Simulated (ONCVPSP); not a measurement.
## u(r) = r·R(r): atom against pseudo-atom (molybdenum (Mo))

Columns: radius, all-electron u(r) and pseudo u(r) of the 4s shell (level -67.04 eV) of molybdenum in the configuration [Ar] 3d10 4s2 4p6 4d4 5s2; PBEsol, scalar-relativistic, ONCV scheme, ONCVPSP 4.0.1.

```
r (bohr)  all-electron  pseudo
   0.125        0.3399  0.0848
   0.250       -0.4410  0.1978
   0.375       -0.5348  0.3495
   0.500       -0.0600  0.5300
   0.625        0.4788  0.7189
   0.750        0.8625  0.8905
   0.875        1.0597  1.0155
   1.000        1.1069  1.0677
   1.125        1.0561  1.0394
   1.250        0.9515  0.9479
   1.375        0.8247  0.8244
   1.500        0.6954  0.6953
   1.625        0.5748  0.5747
   1.750        0.4679  0.4678
   1.875        0.3765  0.3765
   2.000        0.3003  0.3003
   2.125        0.2378  0.2378
   2.250        0.1873  0.1873
   2.375        0.1468  0.1468
   2.500        0.1147  0.1147
   2.625        0.0893  0.0893
   2.750        0.0693  0.0693
   2.875        0.0537  0.0537
   3.000        0.0415  0.0415
   3.125        0.0321  0.0321
   3.250        0.0247  0.0247
```

Question: How many radial nodes do the two functions have?

Answer: The all-electron 4s function has n − l − 1 = 3 (the table is too coarse to show those close to the nucleus); the pseudo-wave has 0, since the states of the same l below it are removed with the core.

Question: At about which radius was the pseudo-wave matched?

Answer: 1.60 bohr. The columns agree to 0.0005 from 1.38 bohr on; several derivatives are matched, so the curves merge somewhat inside the radius.

Question: Is the pseudo-wave norm-conserving?

Answer: Yes: the ONCV scheme keeps the norm inside the radius equal to the all-electron one, which fixes the energy derivative of the logarithmic derivative at the level.
